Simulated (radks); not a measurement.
Values are calculated unless marked as measured or tabulated.
Spherical quantum dot in the effective-mass picture: electrons in a hard-walled sphere of radius 5.39, with a point charge +2 (a donor) at the centre, all in effective atomic units (hartree* = m*/eps^2 hartree, bohr* = eps/m* bohr), one dielectric constant everywhere. Level of theory: non-relativistic Kohn-Sham, LDA (Slater exchange, Perdew-Wang correlation), spin-polarised, spherical densities (a radial shooting solver with Libxc functionals). Levels are named by radial order and angular momentum (1s, 1p, 1d, 2s, ...), and open shells are averaged over m. Results are scaled to m* = 0.556 and eps = 4.9, for which hartree* = 630.1 meV and bohr* = 0.4664 nm.

N = 21, configuration 1s2 1p6 1d10 2s2 1f(up 1, down 0). This is the lowest configuration that the search found. Occupied and some empty levels:

| level | occupation | eigenvalue (meV) | <r> (nm) |
|---|---|---|---|
| 1s up | 1 | 2792.2 | 0.8880 |
| 1s down | 1 | 2793.8 | 0.8591 |
| 2s up | 1 | 2895.5 | 1.352 |
| 2s down | 1 | 2899.2 | 1.379 |
| 1p up | 3 | 2901.6 | 1.787 |
| 1p down | 3 | 2906.8 | 1.785 |
| 1d up | 5 | 2996.1 | 1.840 |
| 1d down | 5 | 3001.6 | 1.839 |
| 1f up | 1 | 3126.1 | 1.882 |
| 1f down | 0 | 3131.7 | 1.882 |
| 1g up | 0 | 3289.3 | 1.918 |
| 1g down | 0 | 3294.9 | 1.918 |
| 2p up | 0 | 3408.7 | 1.242 |
| 2p down | 0 | 3410.9 | 1.241 |
| 2d up | 0 | 3653.3 | 1.419 |
| 2d down | 0 | 3656.1 | 1.419 |

Energy (meV): total 28636.6, kinetic 8866.4, external -10573, Hartree 34577, exchange-correlation -4233.9.
